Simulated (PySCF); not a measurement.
**Nuclear quadrupole coupling in `P[Si@@H]1[SiH2]CCN[SiH2]1`**

Species: C2H12NPSi3.
Geometry (GFN2-xTB, Å), atoms numbered from 1 in this order:
```
atom  x, y, z in Å
P1     3.5469   -0.0135   -0.4194
Si2    1.4370    0.4978    0.1737
Si3    0.2174   -1.1826    1.2709
C4    -1.6178   -0.8744    0.8071
C5    -1.8766    0.5147    0.2064
N6    -1.3742    0.6344   -1.1440
Si7    0.1521    1.2700   -1.6080
H8     3.2204   -1.1791   -1.0820
H9     3.8288   -0.6964    0.7452
H10    1.7027    1.5844    1.1502
H11    0.5493   -2.5655    0.8866
H12    0.2994   -1.1705    2.7424
H13   -2.2443   -0.9874    1.6920
H14   -1.9611   -1.6205    0.0896
H15   -2.9538    0.7160    0.2049
H16   -1.4045    1.2784    0.8325
H17   -2.0561    0.3825   -1.8384
H18    0.3953    0.6852   -2.9305
H19    0.1295    2.7356   -1.7866
```

Field gradients from the PBE0/pcSseg-1 density (PySCF, non-relativistic), principal values in atomic units, ordered |Vxx| ≤ |Vyy| ≤ |Vzz|:

| atom | Vxx | Vyy | Vzz |
| --- | --- | --- | --- |
| N6 | 0.3711 | 0.7356 | -1.1066 |

Q: Find the asymmetry η = (Vxx − Vyy)/Vzz and the couplings χ = eQV/h (234.96 MHz × Q in barn × V in au), with Q(14N) = 0.02044 b.

A: 
| atom | environment | nucleus | η | χzz (MHz) | χxx (MHz) | χyy (MHz) |
| --- | --- | --- | --- | --- | --- | --- |
| N6 | silicon-bound nitrogen | 14N | 0.33 | -5.31 | 1.78 | 3.53 |

The tensor is traceless: Vxx + Vyy + Vzz = 0.

Q: What is Vzz at N6 in SI units (1 au = 9.71736 × 10²¹ V/m²)?

A: -1.1066 au = -10.754 × 10²¹ V/m².

Q: And the gradient at the other heavy atoms, for which no coupling is worked out here?

A: 
| atom | environment | Vzz (au) | η |
| --- | --- | --- | --- |
| P1 | three-coordinate phosphorus | -0.980 | 0.24 |
| Si2 | SiH silicon | 0.207 | 0.60 |
| Si3 | SiH2 silicon | 0.106 | 0.25 |
| C4 | sp3 carbon bound to silicon | 0.055 | 0.54 |
| C5 | sp3 carbon bound to nitrogen | 0.216 | 0.37 |
| Si7 | SiH2 silicon | 0.306 | 0.28 |

Were the hydrogens deuterons (Q(2H) = 0.00286 b), χzz would run from 102 kHz (H19 and H10) to 291 kHz (H17).

Geometry: GFN2-xTB, one conformer, isolated molecule. GFN2-xTB bond lengths can be off by several hundredths of an ångström, more for odd bonds, and the gradients follow them. The basis is small and wasn't made for field gradients, so the couplings can be 20 % off.
